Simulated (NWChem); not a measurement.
## Lowest excitation of CH$_{3}$ClMgS

```xyz
7

Mg     0.3202     0.1267     0.4200
Cl     0.7060     1.4610     2.1301
S     -0.0409    -1.2932    -1.3506
C     -1.5813    -0.6656    -2.1212
H     -2.4469    -0.7549    -1.4502
H     -1.7700    -1.2933    -3.0030
H     -1.4859     0.3748    -2.4619
```
Charge 0, spin multiplicity 1.

Program: NWChem. The geometry was optimised at PBE0/def2-SVP, a minimum by its harmonic frequencies. It is one conformer; others weren't searched.

Basis set: def2-SVP. CR-EOMCCSD(T) is the triples correction to the same EOM-CCSD root.

The correlated methods keep 16 core orbitals frozen. The structure started from a generated list of species. Coupled-cluster values serve here as a point of comparison, not as the truth.

### Question
Order these methods by the lowest vertical singlet excitation energy they give, lowest first: CIS, TDA-CAM-B3LYP, TD-PBE, EOM-CCSD.

### Answer
TD-PBE (3.46 eV), TDA-CAM-B3LYP (4.12 eV), EOM-CCSD (4.37 eV), CIS (5.02 eV)
